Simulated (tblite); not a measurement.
C₅H₆F₂OS.
Z-matrix (Å and degrees, GFN2-xTB geometry), rows numbered from 1:
```
O 
S   1  1.4580
C   2  1.8139  1  105.13
C   3  1.3190  2  124.16  1  -135.05
F   4  1.3556  3  119.54  2  -179.01
C   4  1.4939  3  128.69  2     2.88
C   6  1.5260  4  113.47  3    -3.72
F   7  1.3846  6  108.89  4   -80.35
C   7  1.5144  6  113.01  4    39.82
H   3  1.0778  2  114.16  1    46.75
H   6  1.0940  4  108.50  3   118.44
H   6  1.0943  4  108.70  3  -125.26
H   7  1.0989  6  109.75  4   164.89
H   9  1.0892  2  106.08  1   -75.36
H   9  1.0869  2  108.60  1    42.59
```

Level: GFN2-xTB in tblite, geometry and Hessian alike; calculated harmonic values, unscaled, isolated species. This tight-binding method is rough: wavenumbers can miss measured ones by several per cent, in bad cases by 10 to 20. One conformer, not necessarily the lowest.

Harmonic wavenumbers (cm⁻¹): 62.0, 99.5, 137.4, 263.9, 281.2, 333.0, 342.9, 384.7, 430.7, 441.0, 460.1, 599.4, 726.3, 760.1, 798.3, 849.1, 855.2, 910.6, 955.0, 992.2, 1065.7, 1070.1, 1122.5, 1150.0, 1171.4, 1188.6, 1207.3, 1276.2, 1293.3, 1340.6, 1424.3, 1433.0, 1712.9, 2895.5, 2958.0, 2977.4, 3015.9, 3032.0, 3112.0.

A = 1823, B = 1303, C = 876.1 MHz; mass 152.011 u (most abundant isotopes); point group C1, symmetry number 1.

**Question.** What is the zero-point energy?

**Answer.** ½Σν̃ = 22565 cm⁻¹ = 269.93 kJ/mol.

**Question.** Entropy at 350 K, 1 bar (ideal gas, RRHO, classical rotation)?

**Answer.** Translation 174.85, rotation 125.11, vibration 111.61: S = 411.6 J/(mol K).

**Question.** And Cp and H(350 K) − H(0)?

**Answer.** Cp = 161.65 J/(mol K), of which vibrations give 128.40 (their classical limit is 39 R = 324.3); H(350 K) − H(0) = 33.30 kJ/mol without the zero-point energy, 21.66 from vibrations.

**Question.** What must be added to the electronic energy to get the Gibbs energy at 350 K and 1 bar?

**Answer.** ZPE + [H(350 K) − H(0)] − T·S = 269.93 + 33.30 − 144.05 = 159.18 kJ/mol.

**Question.** Which modes carry the vibrational entropy at 350 K?

**Answer.** 62.0 cm⁻¹: 19.70; 99.5 cm⁻¹: 15.81; 137.4 cm⁻¹: 13.17; 263.9 cm⁻¹: 8.03; 281.2 cm⁻¹: 7.56; 333.0 cm⁻¹: 6.32 J/(mol K); the other 33 give 41.02 together.

**Question.** How do the functions run with temperature in this model?

**Answer.** 
| T (K) | S (J/(mol K)) | Cp (J/(mol K)) | H − H(0) (kJ/mol) | G − H(0) (kJ/mol) | ln q(vib) |
| --- | --- | --- | --- | --- | --- |
| 150 | 311.0 | 85.4 | 8.49 | -38.16 | 1.91 |
| 250 | 363.7 | 124.2 | 18.98 | -71.95 | 3.88 |
| 298.15 | 387.2 | 142.7 | 25.41 | -90.03 | 4.88 |
| 400 | 434.3 | 178.5 | 41.81 | -131.90 | 7.05 |
| 600 | 517.2 | 229.9 | 83.05 | -227.25 | 11.32 |
| 900 | 619.8 | 274.7 | 159.41 | -398.38 | 17.38 |

q(vib) and H(0) count from the zero-point level.

Hindered rotation and anharmonicity are outside this model. Other conformers, if any are populated, would add a mixing term that is left out. The structure is chiral; the term R ln 2 for an equal mix with its mirror image is left out.

Hardware: one thread, AMD EPYC 9R45 (x86_64), no GPU, shared host. Cost: 0.39 s. The figure is for the frequency step alone.
